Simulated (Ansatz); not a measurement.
`F[SiH](Cl)[S][GeH3]` → `[S][GeH3]`• + `F[SiH]Cl`• at 700 K and 1 bar (homolysis of the S–Si bond).

Gas-phase electronic energies from Ansatz, PBE0-D4/def2-TZVP geometries. CCSD(T)/CBS is the MP2 limit (def2-TZVPP, def2-QZVPP) plus CCSD(T) − MP2 in def2-TZVPP, frozen cores. This one scheme is used for every species. No spin–orbit coupling; open shells (•) take unrestricted orbitals. For Ge outer-core shells are correlated without core-valence functions, which leaves a few kJ/mol of doubt a bond. Scalar relativity is left out up to krypton. Each species was taken in one conformer, which may not be the lowest.

| species | CCSD(T)/CBS energy (Eh) | H − E (kJ/mol) | S (J/(mol·K)) |
| --- | --- | --- | --- |
| `F[SiH](Cl)[S][GeH3]` | -3325.10853 | 187.9 | 514.3 |
| `[S][GeH3]`• | -2475.64956 | 103.1 | 341.8 |
| `F[SiH]Cl`• | -849.30241 | 70.0 | 338.4 |

H − E and S are ideal-gas, rigid-rotor, harmonic terms from PBE0-D4/def2-TZVP, for one conformer and one mirror image of each species, with the whole ground term of open shells counted as degenerate. 1 Eh = 2625.50 kJ/mol, R = 8.31446 J/(mol·K).

Q: By hand: ΔE, ΔH, ΔS and ΔG.

A: ΔE = (-2475.64956) + (-849.30241) − (-3325.10853) = 0.15656 Eh = 411.0 kJ/mol. Δ(H − E) = 103.1 + 70.0 − 187.9 = -14.8, so ΔH = 396.2 kJ/mol. ΔS = 341.8 + 338.4 − 514.3 = 165.9 J/(mol·K). ΔG = 396.2 − 700 × (165.9)/1000 = 280.1 kJ/mol.

Q: By hand: the equilibrium constant, and the temperature at which ΔG would vanish if ΔH and ΔS stayed fixed.

A: log₁₀ K = −ΔG/(RT ln 10) = -20.9. ΔG = 0 at ΔH/ΔS = 2388 K.

The number of gas molecules changes by +1, which sets the sign of ΔS. A doubt of 5 kJ/mol in ΔE shifts log₁₀ K by 0.4 here. Other conformers and mirror images would add mixing entropy, several J/(mol·K) or more a flexible species. Modes under 60 cm⁻¹, often nearly free rotors, make the harmonic entropy too high. These are equilibria of isolated gas molecules and say nothing of rates. Largest T1 diagnostic: 0.013 (customary marks: 0.02 for closed shells, 0.045 for open ones).
